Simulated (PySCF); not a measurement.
An unknown gives this computed stick spectrum. Method used: TDDFT CAM-B3LYP/def2-SVPD, vertical, gas phase, core orbitals frozen in the response in PySCF 2.14.0, density-fitted response routines. Geometries: GFN2-xTB, one conformer each.

```tsv
state	E (eV)	λ (nm)	f
S1	5.15	240.6	0.0014
S2	5.31	233.5	0.0081
S3	6.13	202.1	0.065
S4	6.44	192.6	0.223
S5	6.50	190.8	0.021
S6	6.62	187.4	0.0061
S7	6.72	184.5	0.127
S8	6.78	182.8	0.016
```

Triplets computed (Tamm–Dancoff): 4.10, 4.77, 4.98 eV.

Question: Which candidate is it? All have the formula C4H7ClSSi.
A. `[SiH3]CCC(Cl)=C=S`
B. `S=C1C[SiH2][C@H](Cl)C1`
C. `C=C(Cl)[C@@H]1CS[SiH2]1`

Answer: C. Its S1, at 5.15 eV, is the highest among the candidates; the nearest of the others has S1 at 2.50 eV. S1 is HOMO→LUMO (73%), HOMO→LUMO+3 (12%). Löwdin shares by element: HOMO sulfur 70%, carbon 11% or more, silicon 9%; LUMO silicon 25%, sulfur 22%, carbon 18% or more (atoms not listed hold the other 35%). At the same level the other candidates give, for their lowest levels:
- `[SiH3]CCC(Cl)=C=S`: 1.87 eV (f 0.000); 5.18 eV (f 0.000); 5.41 eV (f 0.003); 5.67 eV (f 0.005); 5.80 eV (f 0.024); T1 1.51 eV; HOMO -7.67, LUMO -1.73 eV
- `S=C1C[SiH2][C@H](Cl)C1`: 2.50 eV (f 0.000); 5.43 eV (f 0.195); 5.93 eV (f 0.086); 5.99 eV (f 0.049); 6.12 eV (f 0.002); T1 2.05 eV; HOMO -7.73, LUMO -1.05 eV

Shape of the structure used: `[CH2:1]=[C:2]([Cl:3])[C@@H:4]1[CH2:5][S:6][SiH2:7]1`: C1–C2–C4–C5 -128°.
